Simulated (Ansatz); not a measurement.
Consider the hydrogenolysis of a C–Si bond: `OC([SiH3])[TeH]` + H₂ → `OC[TeH]` + SiH₄.

Computed with Ansatz on PBE0-D4/def2-TZVP structures; ΔE is electronic, products minus reactants. CCSD(T)/CBS adds triple-zeta CCSD(T) − MP2 to the extrapolated MP2 energy (def2 sets, frozen cores). This one scheme is used for every species. def2 core potentials past Kr. For Te outer-core shells are correlated without core-valence functions, which leaves a few kJ/mol of doubt a bond. One conformer a species, not always the lowest.

`OC([SiH3])[TeH]`:

```xyz
10

O    -0.506   -1.211   -1.097
C    -0.191   -0.451    0.033
Si    1.194    0.766   -0.383
Te   -1.876    0.728    0.790
H    -1.259   -1.778   -0.901
H     0.085   -1.065    0.897
H     1.708    1.330    0.889
H     0.650    1.853   -1.238
H     2.289    0.068   -1.109
H    -2.096   -0.241    2.119
```

H₂:

```xyz
2

H     0.317   -0.135   -0.143
H    -0.317    0.135    0.143
```

`OC[TeH]`:

Cartesian coordinates in Å:
```
O -0.189 -0.316 1.435
C 0.370 0.315 0.333
Te -1.009 0.716 -1.306
H -0.575 -1.151 1.157
H 1.200 -0.236 -0.118
H 0.723 1.292 0.658
H -0.521 -0.620 -2.159
```

SiH₄:

Cartesian coordinates in Å:
```
Si 0.000 0.000 0.000
H 0.675 -1.134 0.681
H -1.468 -0.115 0.186
H 0.320 -0.032 -1.449
H 0.474 1.280 0.583
```

```csv
species,CCSD(T)/CBS(def2) energy (Eh)
`OC([SiH3])[TeH]`,-673.61027
H₂,-1.17544
`OC[TeH]`,-383.33372
SiH₄,-291.46306
```

(1) Work out ΔE.

Largest T1 diagnostic among the species: 0.012.

Results:

(1) ΔE = (-383.33372) + (-291.46306) − (-673.61027) − (-1.17544) = -0.01107 Eh = -29.1 kJ/mol.

In def2-TZVPP, CCSD(T) changes the Hartree–Fock value by +30.3 kJ/mol (the triples alone add +6.0 kJ/mol) and MP2 by +38.3 kJ/mol. From PBE to PBE0 (25 % exact exchange), in def2-TZVPP and without D4, ΔE moves by −3.7 kJ/mol.
